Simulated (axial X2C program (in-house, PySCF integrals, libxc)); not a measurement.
Working with the constants of SnS

A bond curve at the PBE0 level, two-component, was computed with an in-house relativistic program for diatomic molecules (basis Sn dyall-cv3z [11s12p9d4f1g], S dyall-av3z [9s8p3d2f] (cores contracted in-house)) for the state Ω = 0 (closed shell). Its fit gives Re = 2.2081 Å, ωe = 499.2 cm⁻¹, ωexe = 1.15 cm⁻¹ and αe = 4.574e-04 cm⁻¹; the masses are 119.9022 and 31.9721 u. Two-component means X2C with spin–orbit coupling and atomic mean-field Coulomb and Gaunt terms.

**Question.** Find the reduced mass, Be and the force constant.

**Answer.** From the PBE0 values: μ = 25.2414 u. Be = 16.8576/(μ Re²) = 0.137 cm⁻¹. k = 5.8918×10⁻⁷ μ ωe² = 3.71 mdyn/Å.

**Question.** Estimate the centrifugal constant by the Kratzer relation.

**Answer.** D = 4Be³/ωe² = 4.13e-08 cm⁻¹.

**Question.** A Morse curve ties αe to the other constants (Pekeris). How well does that hold?

**Answer.** αe(Morse) = 6Be²/ωe × (√(ωexe/Be) − 1) = 4.279e-04 cm⁻¹; the PBE0 curve gives 4.574e-04 cm⁻¹, a ratio of 0.94.

**Question.** The dipole moment p changes by 5.03 D/Å at Re. What harmonic infrared intensity follows?

**Answer.** I = 42.256 × (dp/dR)²/μ = 42 km/mol.

**Question.** Where do the fundamental and the first overtone lie?

**Answer.** ν(1←0) = ωe − 2ωexe = 496.9 cm⁻¹; ν(2←0) = 2ωe − 6ωexe = 991.5 cm⁻¹.

Occupations by symmetry block were frozen at the best pattern of an incomplete PBE0 search.
